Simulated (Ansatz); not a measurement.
`N[BH][SnH]([F])[Cl]` at its PBE0-D4/def2-TZVP geometry, where that method's forces vanish. The species carries charge 0 and has multiplicity 1. Sn takes the def2 core potential.

```xyz
9

N     0.7177   -1.1118    0.9945
B     1.0761   -0.1580    0.0718
Sn   -0.6999    1.0172   -0.6377
F    -2.0393    0.1459    0.4723
Cl   -1.3213    0.4385   -2.8107
H     1.3763   -1.7524    1.4101
H    -0.2360   -1.2414    1.3021
H     2.1994   -0.0108   -0.2959
H    -1.0730    2.6727   -0.5065
```

Question: What forces (eV/Å) does ωB97M-V/def2-TZVPP give on these atoms in Ansatz 0.2.0? (An estimate is asked.)

Answer: Ansatz gave: 
```
N1  -0.040 -0.083  0.080
B2   0.107  0.136 -0.131
Sn3  0.047  0.085  0.010
F4  -0.015 -0.022  0.011
Cl5  0.001  0.003  0.025
H6  -0.032  0.035 -0.026
H7   0.037  0.011 -0.015
H8  -0.143 -0.031  0.056
H9   0.038 -0.133 -0.009
```
